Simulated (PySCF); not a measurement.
C2H9FSi2, SMILES C[SiH2][Si@H](C)F.

Coordinates come from a PBE-D3(BJ)/def2-SVP optimisation. The structure was generated by enumeration; whether it is a known compound was not checked. Other conformers were not sampled.

Calculation: PBE-D3(BJ)/def2-SVP (PySCF).

Frequencies are harmonic and unscaled.

Computed normal modes with their intensities:
| mode | ν (cm⁻¹) | IR (km/mol) | moving atoms (share of kinetic energy) |
|---|---|---|---|
| 1 | 40 | 0.1 | C 37 %, H 32 %, Si 17 %, F 14 % |
| 2 | 85 | 1.1 | C 43 %, H 26 %, F 18 %, Si 13 % |
| 3 | 133 | 1.2 | H 74 %, Si 12 %, C 12 % |
| 4 | 157 | 0.2 | H 93 % |
| 5 | 179 | 1.3 | H 58 %, Si 25 %, C 13 % |
| 6 | 199 | 2.9 | F 44 %, Si 24 %, C 20 %, H 12 % |
| 7 | 237 | 6.2 | Si 30 %, F 28 %, H 28 %, C 14 % |
| 8 | 403 | 3.1 | H 48 %, Si 45 % |
| 9 | 431 | 6.5 | H 51 %, Si 47 % |
| 10 | 558 | 12.1 | H 98 % |
| 11 | 636 | 16.5 | H 75 %, C 21 % |
| 12 | 650 | 27.9 | H 72 %, C 19 % |
| 13 | 676 | 64.4 | C 41 %, Si 34 %, H 24 % |
| 14 | 696 | 14.6 | H 64 %, C 17 %, Si 16 % |
| 15 | 736 | 48.6 | H 58 %, C 22 %, Si 18 % |
| 16 | 795 | 67.4 | H 62 %, F 25 % |
| 17 | 821 | 272.8 | H 63 %, Si 13 %, C 13 %, F 10 % |
| 18 | 856 | 29.7 | H 78 %, C 17 % |
| 19 | 877 | 38.5 | H 75 %, C 13 %, Si 12 % |
| 20 | 881 | 20.4 | H 57 %, Si 25 %, F 14 % |
| 21 | 904 | 112.5 | H 77 %, Si 15 % |
| 22 | 1212 | 6.8 | H 79 %, C 20 % |
| 23 | 1215 | 23.2 | H 79 %, C 21 % |
| 24 | 1374 | 4.5 | H 96 % |
| 25 | 1381 | 5.6 | H 96 % |
| 26 | 1386 | 1.7 | H 96 % |
| 27 | 1388 | 6.1 | H 96 % |
| 28 | 2134 | 99.7 | H 97 % |
| 29 | 2138 | 84.4 | H 97 % |
| 30 | 2150 | 131.8 | H 96 % |
| 31 | 2973 | 1.1 | H 97 % |
| 32 | 2978 | 3.8 | H 97 % |
| 33 | 3071 | 3.0 | H 91 %, C 9 % |
| 34 | 3079 | 2.4 | H 91 %, C 9 % |
| 35 | 3081 | 1.6 | H 91 %, C 9 % |
| 36 | 3081 | 1.1 | H 91 %, C 9 % |
